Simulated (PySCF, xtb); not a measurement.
O3Se, SMILES O=[Se+2]([O-])[O-].

The structure is a stationary point at B3LYP-D3(BJ)/def2-SVP.

Calculation: C-PCM-PBE0/def2-SVP in PySCF.

The values are the electrostatic part of the solvation free energy, E(continuum) − E(gas) at the gas-phase geometry, in a cavity of scaled van der Waals radii (PySCF's table); cavitation and dispersion terms are not included. In vacuum the orbital gap is 6.18 eV. The dipole moment in vacuum is 0.00 D.

| solvent | ε | ΔG(elec) (kcal/mol) | dipole (D) | gap (eV) |
|---|---|---|---|---|
| water | 78.36 | -5.4 | 0.00 | 6.33 |
| toluene | 2.37 | -3.1 | 0.00 | 6.26 |
| ethanol | 24.85 | -5.3 | 0.00 | 6.32 |

For comparison, GFN2-xTB/ALPB(water) (xtb, at the GFN2-xTB geometry, all terms of that model) gives -0.8 kcal/mol.
